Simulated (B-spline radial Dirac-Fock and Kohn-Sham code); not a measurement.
# Photoionisation of copper ions at Al Kα (taken as 1486.9 eV)

Model: Dirac-Hartree-Slater photoionisation with all multipoles and Dirac-Fock thresholds. Program: a radial atomic solver. Cross sections in kb; a dash marks an empty subshell or a threshold above the photon energy.

```tsv
ion	configuration	total	2s	2p1/2	3s	3p1/2	3p3/2
Cu³⁺	[Ar] 3d8	484.3	77.9	119	13.7	12.1	23.3
Cu⁴⁺	[Ar] 3d7	485.4	77.8	119	14.0	12.4	24.0
Cu⁶⁺	[Ar] 3d5	488.1	78.2	119	14.8	13.4	25.9
Cu⁹⁺	[Ar] 3d2	495.7	79.7	120	16.4	15.0	29.1
Cu¹⁶⁺	[Ne] 3s2 3p1	30.53	–	–	20.9	3.28	6.38
Cu¹⁷⁺	[Ne] 3s2	22.14	–	–	22.1	–	–
```

Values without a named source are computed, but for edge energies of neutral atoms, which are taken from tables.
